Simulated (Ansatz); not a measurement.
Steps of a relaxation of `[BH2][AlH][O][SiH2]C` with RKS PBE-D4/def2-SVP.

```sh
$ ansatz run in.yaml --threads 4 --pin off --events-out ev --progress --plain --max-ram 10444MiB
```

```yaml
crystal:
  periodic: [false, false, false]
  atoms:
    - {symbol: B, position_ang: [-0.878100, 2.819700, -0.552400]}
    - {symbol: Al, position_ang: [-1.279000, 0.976700, 0.199800]}
    - {symbol: O, position_ang: [-0.138600, 0.255700, 1.407600]}
    - {symbol: Si, position_ang: [1.173900, -0.563400, 0.510300]}
    - {symbol: C, position_ang: [0.465500, -2.250200, -0.056000]}
    - {symbol: H, position_ang: [0.020100, 3.492300, -0.213500]}
    - {symbol: H, position_ang: [-1.640800, 3.328300, -1.355600]}
    - {symbol: H, position_ang: [-2.499600, 0.153000, -0.298200]}
    - {symbol: H, position_ang: [1.549400, 0.228800, -0.607800]}
    - {symbol: H, position_ang: [2.271800, -0.788800, 1.401000]}
    - {symbol: H, position_ang: [1.261800, -2.788400, -0.545500]}
    - {symbol: H, position_ang: [-0.378400, -2.098400, -0.707300]}
    - {symbol: H, position_ang: [0.092300, -2.800000, 0.832500]}
basis:
  gaussian: {orbitals: def2-SVP}
hamiltonian: {xc: pbe, dispersion: d4}
relax: {f_tol: 0.03, max_steps: 200}
```

Positions (Å) and forces (eV/Å) along the path, 11 of 15 steps:

```xyz
13
step=1 energy=-18345.0398 eV
B    -0.878    2.820   -0.552   -0.642    0.762   -0.639
Al   -1.279    0.977    0.200    0.799   -1.116    1.436
O    -0.139    0.256    1.408    0.769   -0.432   -2.111
Si    1.174   -0.563    0.510   -3.392   -0.665    1.999
C     0.466   -2.250   -0.056    0.388    1.065    1.290
H     0.020    3.492   -0.213    0.914    0.664    0.245
H    -1.641    3.328   -1.356    0.037    0.046   -0.103
H    -2.500    0.153   -0.298   -0.547   -0.516   -0.044
H     1.549    0.229   -0.608    0.536    1.029   -1.469
H     2.272   -0.789    1.401    1.151   -0.079    0.808
H     1.262   -2.788   -0.545    0.563   -0.778   -0.549
H    -0.378   -2.098   -0.707   -0.757    0.055   -0.836
H     0.092   -2.800    0.833    0.180   -0.034   -0.024
13
step=2 energy=-18345.4999 eV
B    -0.930    2.969   -0.526    0.001    0.182   -0.487
Al   -1.319    1.024    0.210    0.331   -0.470    0.852
O    -0.162    0.251    1.334    0.633   -0.507   -1.460
Si    1.133   -0.621    0.544   -1.633    0.183    0.840
C     0.510   -2.315   -0.060    0.101    0.521    0.575
H     0.054    3.622   -0.266    0.129    0.126    0.181
H    -1.645    3.456   -1.392   -0.037    0.027    0.105
H    -2.578    0.128   -0.197   -0.071   -0.049    0.005
H     1.556    0.177   -0.629    0.241    0.331   -0.506
H     2.277   -0.773    1.470    0.287   -0.032    0.273
H     1.319   -2.886   -0.539    0.149   -0.179   -0.134
H    -0.333   -2.199   -0.759   -0.144    0.003   -0.217
H     0.139   -2.869    0.824    0.013   -0.135   -0.027
13
step=4 energy=-18345.7159 eV
B    -0.939    3.028   -0.548    0.003   -0.083   -0.058
Al   -1.404    1.056    0.204    0.019    0.222    0.147
O    -0.177    0.219    1.119   -0.003   -0.127   -0.266
Si    1.126   -0.653    0.513    0.104    0.170   -0.101
C     0.569   -2.360   -0.037   -0.044   -0.100    0.048
H     0.041    3.664   -0.188   -0.101   -0.009    0.009
H    -1.643    3.549   -1.400    0.060    0.035    0.031
H    -2.783    0.276   -0.030   -0.016   -0.027    0.060
H     1.657    0.077   -0.713    0.036   -0.037    0.100
H     2.233   -0.740    1.533   -0.101    0.003   -0.002
H     1.412   -2.944   -0.466   -0.038    0.020    0.018
H    -0.233   -2.288   -0.804    0.083   -0.014    0.057
H     0.161   -2.919    0.831   -0.003   -0.053   -0.043
13
step=7 energy=-18345.8817 eV
B    -0.984    3.078   -0.571   -0.050    0.116   -0.073
Al   -1.530    1.184    0.256   -0.236   -0.017    0.048
O    -0.240    0.169    0.784    0.120   -0.120   -0.095
Si    1.146   -0.700    0.428   -0.052   -0.006    0.123
C     0.665   -2.450   -0.064    0.028   -0.015   -0.032
H    -0.108    3.766   -0.067   -0.086   -0.003   -0.011
H    -1.506    3.549   -1.576    0.098   -0.059    0.067
H    -3.016    0.562    0.427    0.186    0.121    0.033
H     1.871   -0.030   -0.719    0.028   -0.027    0.031
H     2.054   -0.723    1.637   -0.061    0.033   -0.083
H     1.542   -3.028   -0.421    0.000   -0.010    0.013
H    -0.081   -2.415   -0.885    0.013   -0.035   -0.017
H     0.208   -2.995    0.787    0.012    0.021   -0.005
13
step=8 energy=-18345.9132 eV
B    -1.018    3.118   -0.567    0.092    0.063   -0.089
Al   -1.564    1.234    0.282    0.135   -0.382    0.156
O    -0.258    0.140    0.677   -0.421    0.287   -0.186
Si    1.140   -0.733    0.405    0.116    0.153   -0.018
C     0.694   -2.496   -0.082    0.028   -0.034    0.014
H    -0.196    3.844   -0.018   -0.153   -0.013   -0.038
H    -1.442    3.532   -1.643    0.070   -0.066    0.149
H    -3.069    0.684    0.575    0.307    0.105    0.009
H     1.941   -0.081   -0.705   -0.059   -0.049    0.016
H     2.009   -0.690    1.645   -0.133   -0.079   -0.069
H     1.591   -3.075   -0.393   -0.040    0.035    0.036
H    -0.024   -2.490   -0.931    0.063    0.002    0.055
H     0.216   -3.021    0.770   -0.004   -0.022   -0.035
13
step=9 energy=-18345.9639 eV
B    -1.015    3.133   -0.559   -0.029    0.073   -0.033
Al   -1.561    1.262    0.302   -0.022   -0.125    0.056
O    -0.287    0.126    0.570   -0.076    0.052   -0.075
Si    1.125   -0.740    0.361    0.006   -0.005    0.046
C     0.715   -2.521   -0.085   -0.018   -0.037   -0.039
H    -0.346    3.959    0.047   -0.056   -0.023   -0.013
H    -1.325    3.472   -1.695    0.048   -0.049    0.063
H    -3.038    0.756    0.723    0.159    0.086   -0.014
H     1.957   -0.113   -0.736   -0.022   -0.015   -0.002
H     1.931   -0.691    1.635   -0.021    0.001   -0.008
H     1.630   -3.103   -0.329   -0.033    0.038    0.018
H     0.044   -2.546   -0.970    0.047   -0.021    0.016
H     0.192   -3.030    0.751    0.018    0.024   -0.015
13
step=10 energy=-18345.9860 eV
B    -1.028    3.151   -0.552    0.021    0.005   -0.021
Al   -1.559    1.289    0.325   -0.031    0.043    0.010
O    -0.327    0.097    0.456    0.053   -0.047    0.040
Si    1.102   -0.757    0.333   -0.021   -0.012   -0.086
C     0.737   -2.550   -0.098   -0.001   -0.008    0.034
H    -0.482    4.042    0.080   -0.023    0.015    0.009
H    -1.213    3.415   -1.730   -0.003   -0.003    0.004
H    -3.000    0.866    0.886   -0.001    0.003    0.006
H     1.960   -0.144   -0.749    0.018    0.000    0.008
H     1.859   -0.672    1.634   -0.021    0.009    0.013
H     1.675   -3.121   -0.259   -0.006    0.007    0.009
H     0.133   -2.608   -1.026    0.007   -0.009   -0.017
H     0.164   -3.043    0.714    0.008   -0.002   -0.010
13
step=11 energy=-18345.9675 eV rejected
B    -1.021    3.153   -0.553   -0.079   -0.043    0.002
Al   -1.547    1.300    0.344   -0.056   -0.010   -0.083
O    -0.328    0.091    0.447    0.010   -0.018   -0.060
Si    1.097   -0.762    0.303    0.046    0.008    0.441
C     0.736   -2.563   -0.075    0.027    0.147   -0.293
H    -0.522    4.059    0.084    0.060    0.113    0.053
H    -1.192    3.403   -1.735    0.010   -0.016   -0.025
H    -2.990    0.874    0.897    0.002    0.023    0.032
H     1.972   -0.140   -0.761   -0.052   -0.084   -0.047
H     1.833   -0.678    1.614    0.077    0.071    0.031
H     1.680   -3.117   -0.247    0.034   -0.060   -0.032
H     0.148   -2.573   -1.012   -0.057   -0.223   -0.115
H     0.155   -3.084    0.708   -0.022    0.092    0.097
13
step=13 energy=-18345.9898 eV
B    -1.033    3.172   -0.549   -0.001    0.056    0.008
Al   -1.546    1.310    0.343    0.031    0.001   -0.009
O    -0.337    0.085    0.416   -0.006    0.005    0.023
Si    1.092   -0.771    0.311   -0.001    0.009   -0.020
C     0.745   -2.571   -0.105    0.005   -0.045   -0.027
H    -0.578    4.111    0.092   -0.025   -0.055   -0.049
H    -1.170    3.395   -1.744    0.012    0.001    0.043
H    -2.971    0.921    0.964   -0.002   -0.005    0.000
H     1.970   -0.166   -0.760    0.005   -0.001    0.003
H     1.825   -0.676    1.626   -0.009    0.001   -0.003
H     1.696   -3.139   -0.198   -0.054    0.029    0.009
H     0.197   -2.656   -1.067    0.029   -0.001    0.049
H     0.131   -3.049    0.687    0.015    0.006   -0.027
13
step=14 energy=-18345.9895 eV rejected
B    -1.043    3.179   -0.550    0.060   -0.042    0.030
Al   -1.540    1.310    0.345   -0.030    0.064   -0.002
O    -0.329    0.090    0.442    0.009   -0.006   -0.045
Si    1.093   -0.772    0.307    0.037    0.007    0.081
C     0.741   -2.571   -0.105    0.000   -0.042   -0.061
H    -0.581    4.116    0.085   -0.032   -0.013   -0.004
H    -1.171    3.399   -1.743   -0.024    0.008   -0.016
H    -2.967    0.911    0.956   -0.006    0.000    0.000
H     1.970   -0.165   -0.763   -0.018   -0.003   -0.008
H     1.831   -0.683    1.620    0.011   -0.009   -0.015
H     1.691   -3.141   -0.187   -0.029    0.020    0.003
H     0.204   -2.662   -1.073    0.020    0.001    0.044
H     0.121   -3.047    0.681    0.001    0.013   -0.008
13
step=15 energy=-18345.9905 eV
B    -1.039    3.176   -0.550    0.001    0.003    0.000
Al   -1.538    1.312    0.344    0.004   -0.003    0.000
O    -0.328    0.088    0.426    0.003    0.007    0.000
Si    1.096   -0.773    0.311    0.000   -0.002    0.003
C     0.742   -2.572   -0.106    0.001   -0.002    0.000
H    -0.589    4.116    0.087   -0.003    0.000   -0.002
H    -1.178    3.399   -1.742   -0.001    0.001    0.000
H    -2.965    0.918    0.960   -0.001   -0.001    0.001
H     1.974   -0.169   -0.760   -0.001   -0.001    0.002
H     1.831   -0.683    1.625   -0.002   -0.001   -0.004
H     1.690   -3.144   -0.188   -0.003   -0.001    0.001
H     0.204   -2.658   -1.072    0.001    0.000    0.001
H     0.120   -3.046    0.680    0.000    0.001   -0.003
```

Hardware: 4 threads of an Intel Xeon Platinum 8175M on a shared host. Wall time 29 s, peak host memory 0.21 GiB.
